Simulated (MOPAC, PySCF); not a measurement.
C3H6Se, SMILES `C=CC[SeH]` (C–C–C–Se torsion -114°, C–C–Se–H torsion -71°), neutral singlet in the gas phase. 

Cartesian coordinates (Å):
SMILES: C=CC[SeH]
```xyz
10

C      1.6694    -0.2958    -0.1470
C      0.4839    -0.1004     0.4139
C     -0.8120    -0.3043    -0.2765
Se    -1.8193     1.3703    -0.5297
H      1.7610    -0.6243    -1.1777
H      2.5890    -0.1313     0.4015
H      0.4283     0.2354     1.4470
H     -1.4687    -0.9860     0.2644
H     -0.6709    -0.6933    -1.2859
H     -2.1606     1.5297     0.8901
```
Charge 0, spin multiplicity 1.

All levels are single points at this geometry (PBE0-D4/def2-TZVP); Pople sets use spherical d functions. Orbital energies aren't observables, and empty levels follow the basis.

```tsv
level	HOMO (eV)	LUMO (eV)	gap (eV)	dipole (D)	vertical IE, Delta-SCF (eV)
B3LYP-D3(BJ)/def2-TZVP in PySCF	-6.30	-0.64	5.67	1.27	–
PBE0-D4/def2-TZVP in PySCF	-6.53	-0.40	6.13	1.31	–
B3LYP/3-21G in PySCF	-5.92	0.00	5.92	1.33	–
B3LYP/6-31G* in PySCF	-6.10	-0.26	5.84	1.53	8.57
B3LYP/LANL2DZ in PySCF	-6.17	-0.35	5.82	1.42	–
BP86/6-31G* in PySCF	-5.28	-1.13	4.15	1.54	–
HF/3-21G in PySCF	-8.97	3.94	12.91	1.45	–
HF/STO-3G in PySCF	-7.01	7.86	14.87	1.52	–
PM6 in MOPAC	-8.60	0.09	8.69	1.23	–
```
